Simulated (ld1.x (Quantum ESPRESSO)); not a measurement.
The numbers below are computed, except where a source is named.
**Hardness and transferability of assorted potentials**

Generated with ld1.x 7.5 (TM, RRKJ, ultrasoft, PAW), atompaw 4.2 or ONCVPSP 4.0.1. The cutoff is in Ry: for ld1.x and atompaw files where the sum of valence levels is converged to 10 mRy in a Bessel basis, for ONCV files where the hardest occupied wave has 1 mHa per electron of residual kinetic energy. The error is the largest all-electron minus pseudo excitation energy over each file’s own four to seven test configurations (ionisations up to +4, promotions, holes and added fractions of an electron), all of which were solved. The labels leave out finer settings (local radius, basis sizes, second energies), which also bear on the numbers. Spin-polarised tests are not counted. The rows are a selection from randomly drawn settings: files with unsolved tests, undetermined cutoffs or missed reference levels are left out.

A true bound ghost makes a file unfit for plane-wave use even where its test errors are small: the radial tests pick states by their node count and pass the ghost by.

| element | potential | cutoff (Ry) | largest error (meV) | bound ghosts |
| --- | --- | --- | --- | --- |
| Al | TM, PBEsol, scalar-relativistic, rc 1.80/2.25/2.40 (spd), local s, core correction yes, reference 3s2 3p1 | 10 | -8.8 | none |
| Zn | TM, PBE, scalar-relativistic, rc 1.00/0.65/1.45 (spd), local s, core correction no, reference 3s2 3p6 3d10 4s0 4p0 | 230 | +2046 | none |
| Ga | TM, PBE, scalar-relativistic, rc 1.40/2.05 (sp), local p, core correction yes, reference 4s2 4p1 | 35 | -204 | s |
| Ge | ultrasoft, PBEsol, scalar-relativistic, rc 2.00/2.65/0.90 (spd), local smoothed, core correction yes, reference 3d10 4s2 4p2 | 200 | -520 | none |
| Tc | PAW, PBEsol, scalar-relativistic, rc 3.10/3.35/2.30 (spd), local smoothed, core correction yes, reference 4d5 5s2 5p0 | 18 | -198 | none |
| Sn | TM, LDA (PZ), scalar-relativistic, rc 1.80/2.10 (sp), local p, core correction yes, reference 5s2 5p1.5 | 21 | -252 | none |
| Sb | TM semilocal, PBE, scalar-relativistic, rc 1.55/1.90 (sp), local p, core correction no, reference 5s2 5p3 | 45 | +184 | none |

Question: Fill in the row for Ga: TM semilocal, PBE, scalar-relativistic, rc 1.45/1.60/1.55 (spd), local d, core correction yes, reference 4s2 4p0.

Answer: cutoff 35 Ry, largest error -99 meV, bound ghosts: none.

Question: Fill in the row for B: RRKJ, LDA (PZ), non-relativistic, rc 1.70/2.50 (sp), local smoothed, core correction no, reference 2s2 2p1.

Answer: cutoff 25 Ry, largest error +279 meV, bound ghosts: none.
